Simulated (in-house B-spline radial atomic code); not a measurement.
# RPA and G0W0 on LDA exchange-only: Tb VIII (Tb7+)

Configuration [Kr] 4d10 4f7 5s2 5p3, highest spin, mean-field start LDA exchange-only. Computed with an all-electron radial atomic-structure program (B-spline basis): all electrons, scalar-relativistic (spin-free one-electron X2C), finite nucleus, each spin shell either full or empty, empty states to l = 9 with an (l + 1/2)⁻⁴ tail; G0W0 by contour deformation at full frequency.

Without the two-electron picture change, the correlation of inner shells comes somewhat too large for so heavy an element.

Spin-orbit coupling, left out, splits p levels strongly here.

Command:
```bash
python run_gw.py task.json out
```
Settings (radii: box in bohr, nucleus in fm):
```
Z                        65
electrons                58
configuration            [Kr] 4d10 4f7 5s2 5p3
hamiltonian              x2c
method                   lda,
lmax                     9
rms_radius               5.06
spin_polarised           True
box_radius               8.41
intervals                66
```

Cost of the run: 10 s on 1 thread of Arm Neoverse N1 (shared host).

Energies (hartree):

| term | value |
| --- | --- |
| mean-field total | -11681.23766 |
| Hartree-Fock functional on these orbitals | -11692.11715 |
| direct second order | -5.6843 |
| second-order exchange | 1.5295 |
| SOSEX correction | 1.4285 |

**Question.** What is the RPA correlation energy, and what remains with SOSEX?

**Answer.** RPA gives -4.994 hartree (-2.34 eV per electron); RPA + SOSEX gives -3.5655, and the second-order doubles -4.1548 hartree (no singles). SOSEX takes back 29 % of the RPA value.

Quasi-particle levels (eV):

```json
{"level": "4f up", "occupied": "yes", "mean field": "-107.62", "Σx - vxc": "-16.95", "Σc": "?", "QP weight": "?", "G0W0": "?"}
{"level": "5p up", "occupied": "yes", "mean field": "-115.70", "Σx - vxc": "-9.75", "Σc": "-0.47", "QP weight": "0.961", "G0W0": "-125.92"}
{"level": "5s down", "occupied": "yes", "mean field": "-134.54", "Σx - vxc": "-6.36", "Σc": "-3.65", "QP weight": "0.963", "G0W0": "-144.56"}
{"level": "5p down", "occupied": "no", "mean field": "-108.09", "Σx - vxc": "7.93", "Σc": "-3.33", "QP weight": "0.964", "G0W0": "-103.49"}
```

G0W0 = mean field + (Σx - vxc) + Σc, with Σc (partial-wave tail included) taken at the quasi-particle energy. Only the outer levels were computed. Levels of low weight are left out.

**Question.** Where does G0W0 put 4f up?

**Answer.** At -121.97 eV, with Σc = 2.60 eV and a quasi-particle weight of 0.938.
